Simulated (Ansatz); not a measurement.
Reaction (formal exchange of groups at a Te–B bond): `OB(O)[Te][SiH3]` + `C=O` → `O=C[Te][SiH3]` + `OBO`

Isolated molecules relaxed with PBE0-D4/def2-TZVP in Ansatz; ΔE leaves out vibrations. CBS: MP2 limit from def2 TZ/QZ plus the TZ coupled-cluster correction, frozen cores. This one scheme is used for every species. DFT in def2-TZVPP. Elements past krypton have def2 core potentials. For Te outer-core shells are correlated without core-valence functions, which leaves a few kJ/mol of doubt a bond. One conformer a species, not always the lowest.

```
             level  ΔE (kcal/mol)
           PBE0-D4            8.3
     HF/def2-TZVPP           11.6
CCSD(T)/def2-TZVPP            9.7
     MP2/CBS(def2)            9.7
```

Question: What does CCSD(T)/CBS give? (An estimate is asked.)

Answer: The calculation gave: +9.2 kcal/mol. The listed levels differ from it by -0.9, 2.4, 0.5, 0.5 kcal/mol.

Largest T1 diagnostic among the species: 0.016.

The D4 term adds +1.2 kcal/mol with B3LYP and +0.7 kcal/mol with PBE0; it sums over pairs of atoms, weighted by their polarisabilities, and B3LYP, whose exchange is more repulsive, gets the larger term. From PBE to PBE0 (25 % exact exchange), in def2-TZVPP and without D4, ΔE moves by +3.6 kcal/mol. In def2-TZVPP, CCSD(T) changes the Hartree–Fock value by −1.9 kcal/mol (the triples alone add −0.9 kcal/mol) and MP2 by −1.5 kcal/mol.

B3LYP here is the variant with VWN-RPA as its local correlation; programs differ in this.
